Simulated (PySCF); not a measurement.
## From HF to CCSD(T): MH along the second period

HF and CCSD(T) in PySCF with def2-SVPD on every atom, for the lowest determinant that a PBE0 search found; no spin–orbit coupling.

```tsv
molecule	state (unpaired electrons)	HF Re (Å)	HF ωe (cm⁻¹)	HF De (eV)	CCSD(T) Re (Å)	CCSD(T) ωe (cm⁻¹)	CCSD(T) De (eV)
LiH	singlet (closed shell)	1.612	1439	1.50	1.605	1401	2.38
BeH	doublet (σ ↑)	1.343	2136	2.23	1.348	2054	2.01
BH	singlet (closed shell)	1.227	2530	2.69	?	?	?
HF	singlet (closed shell)	0.900	4480	4.26	0.923	4116	5.90
```

Question: Estimate the CCSD(T) values of BH by adding the mean shift from HF to CCSD(T) of the other rows, and compare with the calculation.

Answer: The mean shifts are +0.7 pm, -161 cm⁻¹ and +0.77 eV, which give 1.234 Å, 2369 cm⁻¹ and 3.46 eV. CCSD(T)/def2-SVPD gives Re = 1.243 Å, ωe = 2390 cm⁻¹, De = 3.53 eV.

Question: What are the mean differences of HF from CCSD(T) over the whole series?

Answer: Re -0.9 pm, ωe +156 cm⁻¹, De -0.79 eV.

In a basis of this size CCSD(T) is itself not converged; it tends to give bonds that are too long and too weak.

Correlated steps freeze the inner cores (0 to 1 orbitals); shallow outer-core shells are correlated. Correlated levels converge slowly with the basis: in double zeta they bind strong bonds too weakly, by up to about 1 eV, and carry superposition errors of some tenths. Where the molecule has an RHF reference, its open-shell atoms are computed with UHF. States were picked by a PBE0 search and need not be the measured ground states.
